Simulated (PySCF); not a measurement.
**Electric properties by functional and basis**

Species: CH7BGaN.
Bonds: B1–N2, N2–C3, N2–Ga4. Hydrogens: H5, H6 on B1; H7, H8, H9 on C3; H10, H11 on Ga4.

PySCF, dipoles from the SCF density, polarisabilities from static response with core orbitals frozen. Geometry: PBE0-D3(BJ)/def2-SVP; no solvent, vibrations or thermal averaging. Relativistic effects, spin–orbit coupling among them, are left out although an element past zinc is present.

The anisotropy is √(½[(α1 − α2)² + (α2 − α3)² + (α3 − α1)²]).

```json
{"level": "LDA/def2-SVPD", "μ (D)": "1.649", "α (au)": "70.65", "anisotropy (au)": "30.63"}
{"level": "PBE/def2-SVPD", "μ (D)": "1.616", "α (au)": "69.24", "anisotropy (au)": "29.69"}
{"level": "B3LYP/def2-SVPD", "μ (D)": "1.556", "α (au)": "66.69", "anisotropy (au)": "27.48"}
{"level": "PBE0/def2-SVPD", "μ (D)": "1.579", "α (au)": "65.89", "anisotropy (au)": "26.58"}
{"level": "BHandHLYP/def2-SVPD", "μ (D)": "1.506", "α (au)": "63.42", "anisotropy (au)": "24.48"}
{"level": "CAM-B3LYP/def2-SVPD", "μ (D)": "1.559", "α (au)": "65.23", "anisotropy (au)": "25.83"}
{"level": "wB97X-D/def2-SVPD", "μ (D)": "1.551", "α (au)": "65.31", "anisotropy (au)": "25.34"}
{"level": "LC-wPBE/def2-SVPD", "μ (D)": "1.577", "α (au)": "63.15", "anisotropy (au)": "23.96"}
{"level": "HF/def2-SVPD", "μ (D)": "1.409", "α (au)": "59.96", "anisotropy (au)": "20.70"}
{"level": "PBE0/6-31G*", "μ (D)": "1.597", "α (au)": "55.52", "anisotropy (au)": "28.90"}
{"level": "PBE0/def2-SVP", "μ (D)": "1.658", "α (au)": "57.73", "anisotropy (au)": "29.12"}
{"level": "PBE0/aug-cc-pVDZ", "μ (D)": "1.565", "α (au)": "67.01", "anisotropy (au)": "27.50"}
{"level": "PBE0/def2-TZVP", "μ (D)": "1.575", "α (au)": "63.78", "anisotropy (au)": "27.86"}
{"level": "PBE0/def2-TZVPD", "μ (D)": "1.560", "α (au)": "66.86", "anisotropy (au)": "27.10"}
```

The dipole runs from 1.41 D (HF/def2-SVPD) to 1.66 D (PBE0/def2-SVP). No reference polarisability is at hand; against PBE0 in the largest diffuse basis at hand (def2-TZVPD) the other PBE0 rows deviate by 6-31G* -17%, def2-SVP -14%, def2-SVPD -1%, aug-cc-pVDZ 0%, def2-TZVP -5%. In one basis (def2-SVPD) the functionals order the polarisability from HF (lowest) to LDA (highest), a spread of 18%. With PBE0 the polarisability is 59.01 au without diffuse functions (mean of 6-31G*, def2-SVP and def2-TZVP) and 66.59 au with them (mean of def2-SVPD, aug-cc-pVDZ and def2-TZVPD).
